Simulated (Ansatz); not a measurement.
Si₄GeH₁₂⁺, that is Ge(SiH3)4 with one electron fewer. Total charge 1; doublet. Geometry r2SCAN-D4/def2-SVP, that of the neutral singlet; atoms count from 1.

| atom | x (Å) | y (Å) | z (Å) |
| --- | --- | --- | --- |
| Ge1 | 0.002 | 0.007 | 0.004 |
| Si2 | -1.856 | 0.874 | 1.217 |
| H3 | -1.696 | 2.345 | 1.431 |
| H4 | -1.963 | 0.204 | 2.549 |
| H5 | -3.119 | 0.634 | 0.455 |
| Si6 | 0.304 | 1.255 | -2.003 |
| H7 | -0.944 | 1.225 | -2.824 |
| H8 | 1.422 | 0.668 | -2.803 |
| H9 | 0.636 | 2.677 | -1.685 |
| Si10 | -0.424 | -2.273 | -0.542 |
| H11 | -0.569 | -3.083 | 0.705 |
| H12 | 0.702 | -2.832 | -1.350 |
| H13 | -1.685 | -2.381 | -1.336 |
| Si14 | 1.977 | 0.148 | 1.330 |
| H15 | 2.157 | 1.539 | 1.847 |
| H16 | 3.173 | -0.219 | 0.513 |
| H17 | 1.882 | -0.788 | 2.491 |

(1) Estimate the Mulliken populations from the PBE0/def2-TZVP orbitals of Ansatz.

(2) Where does the spin sit?

(3) And the Mayer bond orders between heavy atoms (over 0.3)?

## Answers

(1) 
| atom | charge (e) | spin (α − β) |
| --- | --- | --- |
| Ge1 | 0.09 | 0.28 |
| Si2 | 0.03 | 0.13 |
| H3 | 0.07 | 0.02 |
| H4 | 0.07 | 0.03 |
| H5 | 0.06 | 0.00 |
| Si6 | 0.02 | 0.12 |
| H7 | 0.07 | 0.03 |
| H8 | 0.07 | 0.03 |
| H9 | 0.06 | 0.00 |
| Si10 | 0.03 | 0.13 |
| H11 | 0.06 | 0.00 |
| H12 | 0.07 | 0.03 |
| H13 | 0.07 | 0.03 |
| Si14 | 0.03 | 0.12 |
| H15 | 0.07 | 0.04 |
| H16 | 0.06 | 0.00 |
| H17 | 0.07 | 0.02 |
Mulliken values depend strongly on the basis.

(2) Summed by element: Ge 0.28, Si 0.50, H 0.22, of 1 unpaired in all. Largest on single atoms: Ge1 0.28, Si10 0.13, Si2 0.13.

(3) Ge1–Si2 0.85 (2.38 Å); Ge1–Si6 0.86 (2.38 Å); Ge1–Si10 0.85 (2.38 Å); Ge1–Si14 0.85 (2.38 Å).
